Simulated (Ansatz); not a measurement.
W2S4⁻. Total charge -1; quartet. Geometry PBE-D4/def2-SVPD; atoms count from 1.

```tsv
atom	x (Å)	y (Å)	z (Å)
W1	-1.1228	0.5810	-0.2371
W2	1.2803	-0.0491	-0.1126
S3	-2.6754	-0.6461	0.7014
S4	0.1195	0.0236	-2.1904
S5	1.9352	-1.8548	0.9397
S6	0.4631	1.9454	0.8990
```

In the def2 sets W takes a core potential; there is no spin–orbit coupling. At PBE0-D4/def2-TZVPD a doublet of charge -1 lies 0.22 eV below the quartet, each at its own geometry. The structure comes from a short search, and lower isomers may exist.

**Question.** Estimate the Mulliken populations from the PBE0/def2-TZVPD orbitals of Ansatz.

**Answer.** 
```json
{"atom": "W1", "charge (e)": "0.87", "spin (α − β)": "1.39", "d electrons": "4.19"}
{"atom": "W2", "charge (e)": "0.87", "spin (α − β)": "1.40", "d electrons": "4.19"}
{"atom": "S3", "charge (e)": "-0.65", "spin (α − β)": "0.05", "d electrons": "–"}
{"atom": "S4", "charge (e)": "-0.72", "spin (α − β)": "0.06", "d electrons": "–"}
{"atom": "S5", "charge (e)": "-0.65", "spin (α − β)": "0.05", "d electrons": "–"}
{"atom": "S6", "charge (e)": "-0.72", "spin (α − β)": "0.06", "d electrons": "–"}
```
Mulliken values and Mayer orders depend strongly on the basis. With diffuse functions, as here, like atoms can get unlike values, and bond orders can come out too low or too high.

**Question.** Where does the spin sit?

**Answer.** Summed by element: W 2.79, S 0.21, of 3 unpaired in all. Largest on single atoms: W2 1.40, W1 1.39, S6 0.06.

**Question.** And the Mayer bond orders between bonded heavy atoms (over 0.3)?

**Answer.** W1–W2 1.43 (2.49 Å); W1–S3 1.86 (2.19 Å); W1–S4 0.90 (2.38 Å); W1–S6 0.90 (2.38 Å); W2–S4 0.90 (2.38 Å); W2–S5 1.86 (2.19 Å); W2–S6 0.90 (2.38 Å).
